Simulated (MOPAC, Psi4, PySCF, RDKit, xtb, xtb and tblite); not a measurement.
Two geometries of SMILES c1c(cc(cc1)O[SiH3])O (C₆H₈O₂Si), relaxed at GFN2-xTB with one dihedral held; other torsions can differ between them too.

Structure A

```
17

O     -1.4898     0.7959    -1.2328
C     -0.3406     0.2965    -0.6925
C      0.7718     0.0024    -1.4724
C      1.9327    -0.4415    -0.8652
C      2.0046    -0.5771     0.5072
C      0.8965    -0.2647     1.2922
O      1.0066    -0.4059     2.6263
Si    -0.0002    -0.1510     3.8780
C     -0.2728     0.1742     0.6892
H     -1.5943     0.4788    -2.1373
H      0.7198     0.1071    -2.5471
H      2.7947    -0.6765    -1.4711
H      2.9070    -0.9183     0.9889
H      0.8879    -0.5399     4.9615
H     -0.4153     1.2514     3.9435
H     -1.1898    -0.9991     3.7753
H     -1.1348     0.4260     1.2858
```

Structure B

```
17

O     -2.9360     1.6464    -0.4799
C     -1.9314     0.7696    -0.2180
C     -2.2675    -0.5207     0.1815
C     -1.2648    -1.4298     0.4534
C      0.0683    -1.0778     0.3348
C      0.4065     0.2085    -0.0635
O      1.6833     0.6180    -0.1994
Si     3.1281    -0.0976     0.0105
C     -0.5976     1.1312    -0.3395
H     -2.5665     2.4975    -0.7445
H     -3.3084    -0.7843     0.2707
H     -1.5239    -2.4309     0.7634
H      0.8522    -1.7878     0.5472
H      3.9853     1.0223    -0.3427
H      3.2797    -1.2475    -0.8836
H      3.2975    -0.5426     1.3954
H     -0.3193     2.1293    -0.6487
```

**Question.** Which is lower in energy at the level PBE0-D3(BJ)/def2-SVP // GFN2-xTB run with Psi4, and by how much?

**Answer.** B is lower, by 1.09 kcal/mol (dihedral H10–O1–C2–C3: 30° in A, 180° in B).

E(B) − E(A) in kcal/mol at the other levels, on the same two geometries: GFN2-xTB (xtb and tblite) -1.45; MMFF94 // GFN2-xTB (RDKit) -1.01; PBE0/def2-SVP // GFN2-xTB (Psi4) -1.10; PBE/def2-SVP // GFN2-xTB (Psi4) -1.18; PBE-D3(BJ)/def2-SVP // GFN2-xTB (Psi4) -1.17; UFF // GFN2-xTB (RDKit) -1.18; PM3, restricted, heats of formation // GFN2-xTB (MOPAC) -0.47; AM1, restricted, heats of formation // GFN2-xTB (MOPAC) -0.57; GFN1-xTB // GFN2-xTB (xtb) -1.20; restricted B3LYP/6-31G*, spherical d, density fitting // GFN2-xTB (PySCF) -1.05; restricted MP2 (frozen core)/3-21G // GFN2-xTB (PySCF) -0.88; restricted M06-2X/6-31G*, spherical d, density fitting // GFN2-xTB (PySCF) -1.00; restricted Hartree-Fock/6-31G*, spherical d, density fitting // GFN2-xTB (PySCF) -0.90.
